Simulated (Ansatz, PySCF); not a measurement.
InI₂, SMILES [I][In+][I], charge +1. Atoms are numbered in the order given.

```xyz
3

In     0.0000     0.0000     0.0000
I      0.0000     0.0000     2.5929
I      0.0000     0.0000    -2.5929
```
Charge +1, spin multiplicity 1.

The structure is a stationary point at B3LYP-D3(BJ)/def2-SVP. The multiplicity is an assumed one; other spin states were not compared. The isomer is the one that the SMILES or the coordinates give; other isomers of the formula were not compared. The def2 effective core potentials stand for the cores of I, In; spin–orbit coupling is left out.

Two levels are set side by side: PBE-D3(BJ)/def2-SVP (Ansatz, a program for electronic structure) and B3LYP-D3(BJ)/def2-SVP (Ansatz). Each level has its own optimised geometry; the coordinates shown are those of the second. Frequencies come from the Hessian of PySCF at each geometry. Differences are taken from unrounded values.

| quantity | B3LYP-D3(BJ) | PBE-D3(BJ) | PBE-D3(BJ) minus B3LYP-D3(BJ) |
|---|---|---|---|
| mean bond length (Å) | 2.593 | 2.591 | -0.002 |
| bond In1–I2 (Å) | 2.593 | 2.591 | -0.002 |
| bond In1–I3 (Å) | 2.593 | 2.591 | -0.002 |
| highest harmonic wavenumber (cm⁻¹) | 288 | 287 | -1 |
| mean harmonic wavenumber (cm⁻¹) | 135 | 134 | -1 |
| zero-point energy (kcal/mol) | 0.77 | 0.77 | 0.00 |

On these quantities the two levels nearly agree.
